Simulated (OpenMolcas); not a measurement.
Cr3+ (d3) in a complex was computed by CASSCF with the d shell active (OpenMolcas, ANO-RCC-VTZP on the metal). Its lowest spin-free states, and all those of the highest spin:

| 2S+1 | Degeneracy | E (cm-1) |
| --- | --- | --- |
| 4 | 3 | 0.0 |
| 4 | 3 | 6876 |
| 2 | 2 | 11475 |
| 4 | 1 | 14702 |
| 2 | 3 | 17270 |
| 2 | 3 | 17941 |
| 4 | 3 | 21255 |
| 2 | 1 | 22131 |
| 2 | 3 | 22613 |
| 2 | 3 | 25916 |
| 2 | 3 | 26958 |
| 2 | 2 | 27988 |

Is the site octahedral, tetrahedral or cube-like, axial, or of lower symmetry?

The states with 2S+1 = 4 have orbital degeneracies 3, 3, 1, 3. Threefold states need a cubic site. For d3 at this spin an octahedron puts the single A2 below the threefold T2 and a tetrahedron or cube puts the threefold T1 below the threefold T2, so the site is a tetrahedron or a cube, which this pattern cannot tell apart. The run had Cr3+ with 4 ligands (fluoride) in tetrahedral coordination (Td) at 1.79 Å. A charge of +0.25 e stands 2.4 Å behind each ligand. Ligand basis ANO-RCC-VDZP.

An orbital triplet at a regular site is open to Jahn-Teller coupling, which can distort the site and quench the lowest spin-orbit gaps and is left out. Without dynamic correlation the repulsion within the d shell is too large (B by tens of per cent), so at a given field states of lower spin stand too high. Ligand-to-metal charge-transfer states are missing. With no ligand orbital active B as a rule stays too high, so bands that hang on it stand too high and its fall with covalency is understated. With metal d orbitals alone and no dynamic correlation the field as a rule comes out too small, by tens of per cent, by up to half for chloride and softer ligands. No measured value stands beside these numbers; the geometry is a model, was not optimised and need not be the one that this ion takes.
